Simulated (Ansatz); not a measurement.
B2H7NSi, relaxed with RKS PBE0-D4/def2-TZVP in Ansatz 0.2.0 from a PBE-D4/def2-SVP geometry. The force threshold is 0.005 eV/Å; the program also tests the step.

Charge 0, multiplicity 1. The bonds changed during the relaxation, so this is another structure than the one it started from.

Start:

```xyz
11

B    -0.484    0.912   -1.097
B     0.957    0.355   -0.516
Si   -0.765    0.135    0.790
N     0.742   -1.000    0.209
H    -0.687    2.068   -1.417
H    -1.299    0.068   -1.497
H     1.943    0.947   -0.113
H    -0.318    0.504    2.185
H    -1.883   -0.857    0.958
H     1.448   -1.371    0.859
H     0.346   -1.759   -0.361
```

| step | energy (eV) | largest force (eV/Å) | largest move (Å) |
| --- | --- | --- | --- |
| 1 | -10828.1886 | 0.613 | 0.000 |
| 2 | -10828.2305 | 0.247 | 0.028 |
| 3 | -10828.2395 | 0.115 | 0.017 |
| 4 | -10828.2402 | 0.132 | 0.031 |
| 5 | -10828.2426 | 0.097 | 0.017 |
| 6 (rejected) | -10828.2414 | 0.131 | 0.027 |
| 7 | -10828.2431 | 0.007 | 0.010 |
| 8 | -10828.2431 | 0.005 | 0.002 |

End:

```xyz
11

B    -0.468    0.913   -1.079
B     0.958    0.373   -0.513
Si   -0.742    0.107    0.784
N     0.714   -0.984    0.208
H    -0.713    2.033   -1.417
H    -1.252    0.043   -1.438
H     1.947    0.929   -0.128
H    -0.307    0.475    2.161
H    -1.892   -0.818    0.941
H     1.399   -1.342    0.861
H     0.357   -1.727   -0.380
```

Hardware: 2 threads of an Arm Neoverse V1 on a shared host. Wall time 37 s, peak host memory 0.38 GiB.
